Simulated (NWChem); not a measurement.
System: C2H7Al; SMILES [CH3][AlH][CH3]

**Question.** Give the equilibrium geometry at B3LYP/6-31G* (spherical d) (NWChem) as a Z-matrix, with the point group.

**Answer.** point group C2v; any orientation.
```
Al
H 1 1.5999
C 1 1.9703 2 118.10
H 3 1.0960 1 113.78 2 -179.99
H 3 1.0992 4 107.56 1 -123.20
H 3 1.0992 4 107.56 5 -113.61
C 1 1.9703 2 118.10 3 -180.00
H 7 1.0960 1 113.78 2 -179.98
H 7 1.0992 8 107.56 1 -123.20
H 7 1.0993 8 107.56 9 -113.61
```
